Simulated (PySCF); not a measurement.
Can point charges reproduce the dipole moment of `[SiH2]1CC[Si@@H](CO1)C#N`?

Coordinates (GFN2-xTB, Å) and charges (e) from the PBE0/pcSseg-1 density (PySCF):

```json
{"atom": "N1", "x": "-0.142", "y": "2.390", "z": "3.275", "Mulliken": "-0.2024", "IAO": "-0.1947", "Hirshfeld": "-0.2004", "ESP-fitted": "-0.3649"}
{"atom": "C2", "x": "0.180", "y": "1.695", "z": "2.423", "Mulliken": "-0.2135", "IAO": "-0.1562", "Hirshfeld": "-0.0337", "ESP-fitted": "+0.1026"}
{"atom": "Si3", "x": "0.707", "y": "0.536", "z": "1.056", "Mulliken": "+0.8338", "IAO": "+0.8768", "Hirshfeld": "+0.4049", "ESP-fitted": "+0.4227"}
{"atom": "C4", "x": "-0.545", "y": "-0.889", "z": "0.924", "Mulliken": "-0.5450", "IAO": "-0.5271", "Hirshfeld": "-0.1500", "ESP-fitted": "-0.1367"}
{"atom": "C5", "x": "-0.322", "y": "-1.703", "z": "-0.358", "Mulliken": "-0.5650", "IAO": "-0.5625", "Hirshfeld": "-0.1615", "ESP-fitted": "-0.2765"}
{"atom": "Si6", "x": "-0.382", "y": "-0.600", "z": "-1.915", "Mulliken": "+0.8629", "IAO": "+1.0010", "Hirshfeld": "+0.3984", "ESP-fitted": "+0.5483"}
{"atom": "O7", "x": "0.570", "y": "0.694", "z": "-1.699", "Mulliken": "-0.6302", "IAO": "-0.6368", "Hirshfeld": "-0.2274", "ESP-fitted": "-0.3929"}
{"atom": "C8", "x": "0.613", "y": "1.540", "z": "-0.572", "Mulliken": "-0.1937", "IAO": "-0.3231", "Hirshfeld": "-0.0756", "ESP-fitted": "-0.1105"}
{"atom": "H9", "x": "2.079", "y": "0.093", "z": "1.334", "Mulliken": "-0.0343", "IAO": "-0.1029", "Hirshfeld": "-0.0603", "ESP-fitted": "-0.0698"}
{"atom": "H10", "x": "-1.563", "y": "-0.486", "z": "0.918", "Mulliken": "+0.1610", "IAO": "+0.1527", "Hirshfeld": "+0.0450", "ESP-fitted": "+0.0657"}
{"atom": "H11", "x": "-0.483", "y": "-1.543", "z": "1.798", "Mulliken": "+0.1624", "IAO": "+0.1566", "Hirshfeld": "+0.0467", "ESP-fitted": "+0.0619"}
{"atom": "H12", "x": "-1.064", "y": "-2.501", "z": "-0.413", "Mulliken": "+0.1541", "IAO": "+0.1553", "Hirshfeld": "+0.0444", "ESP-fitted": "+0.0862"}
{"atom": "H13", "x": "0.651", "y": "-2.197", "z": "-0.297", "Mulliken": "+0.1490", "IAO": "+0.1451", "Hirshfeld": "+0.0393", "ESP-fitted": "+0.0845"}
{"atom": "H14", "x": "0.264", "y": "-1.191", "z": "-3.075", "Mulliken": "-0.1128", "IAO": "-0.1303", "Hirshfeld": "-0.0770", "ESP-fitted": "-0.1156"}
{"atom": "H15", "x": "-1.781", "y": "-0.206", "z": "-2.129", "Mulliken": "-0.1169", "IAO": "-0.1619", "Hirshfeld": "-0.0860", "ESP-fitted": "-0.1137"}
{"atom": "H16", "x": "-0.273", "y": "2.187", "z": "-0.581", "Mulliken": "+0.1406", "IAO": "+0.1439", "Hirshfeld": "+0.0428", "ESP-fitted": "+0.1007"}
{"atom": "H17", "x": "1.483", "y": "2.191", "z": "-0.699", "Mulliken": "+0.1502", "IAO": "+0.1642", "Hirshfeld": "+0.0506", "ESP-fitted": "+0.1081"}
```

Q: Compute μ = Σ q r for each scheme (1 e·Å = 4.803 D) and compare with the dipole of the full density.

A: The full density gives (0.13, -2.72, -1.74) D, 3.23 D in size; dipole vectors point from the negative to the positive end.

```csv
scheme,μx,μy,μz,size (D),share of the full size (%),angle to the full dipole (°)
Mulliken,0.70,-2.19,-1.81,2.92,90,14
IAO,0.02,-2.61,-1.45,2.99,92,4
Hirshfeld,0.34,-1.96,-1.68,2.60,80,10
ESP-fitted,0.11,-2.73,-1.75,3.25,100,0
```

Q: Which set comes closest?

A: Length of the difference vector: ESP-fitted 0.03 D, IAO 0.33 D, Mulliken 0.79 D, Hirshfeld 0.80 D. Closest: ESP-fitted. The schemes that divide the density aren't constrained to reproduce the dipole.

Q: What is left for the Hirshfeld atoms' own dipoles?

A: The Hirshfeld atoms' densities add up to the full density, so μ = Σ q r + Σ (atomic dipoles). The atomic dipoles sum to (0.13, -2.72, -1.74) − (0.34, -1.96, -1.68) = (-0.21, -0.76, -0.06) D, 0.80 D in size.

Q: With the origin at the mean of the coordinates, (0.000, 0.001, -0.001) Å, which are the largest single terms, by size, of the Hirshfeld dipole along the direction of the full one?

A: N1 +3.64, Si6 +2.91, Si3 -1.93, C5 -1.25, H14 -0.99 D; all 17 atoms together +2.56 D. The single terms depend on the origin, their sum doesn't.

Q: Give the size of the full dipole in other units.

A: 3.23 D = 1.272 au = 0.673 e·Å = 10.78 × 10⁻³⁰ C·m.

The structure is a single GFN2-xTB conformer in the gas phase; no vibrational or solvent corrections.
